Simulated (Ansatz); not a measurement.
Computed with Ansatz on PBE0-D4/def2-TZVP structures; ΔE is electronic, products minus reactants. CCSD(T)/CBS adds triple-zeta CCSD(T) − MP2 to the extrapolated MP2 energy (def2 sets, frozen cores). This one scheme is used for every species. Functionals use def2-TZVPP. B3LYP here is the variant with VWN-RPA as its local correlation; programs differ in this. Each species was taken in one conformer, which may not be the lowest.

`C=C([SiH3])[SiH2][SiH3]` + `OC=S` → `C=C([SiH3])OC=S` + `[SiH3][SiH3]`  (substitution at a C–Si bond)

CCSD(T)/CBS gives +71.1 kJ/mol.

Q: Another level gave +67.1 kJ/mol. Which?
A. B3LYP/def2-TZVPP
B. MP2/def2-TZVPP
C. PBE/def2-TZVPP
D. CCSD(T)/def2-TZVPP

A: D. CCSD(T)/def2-TZVPP 67.1, PBE 61.2, B3LYP 57.1, MP2/def2-TZVPP 73.0 kJ/mol.

Largest T1 diagnostic among the species: 0.018.

In def2-TZVPP, CCSD(T) changes the Hartree–Fock value by +7.2 kJ/mol (the triples alone add −0.2 kJ/mol) and MP2 by +13.0 kJ/mol. The D4 term adds +7.0 kJ/mol with B3LYP and +3.9 kJ/mol with PBE0; it sums over pairs of atoms, weighted by their polarisabilities, and B3LYP, whose exchange is more repulsive, gets the larger term. From PBE to PBE0 (25 % exact exchange), in def2-TZVPP and without D4, ΔE moves by +4.1 kJ/mol.
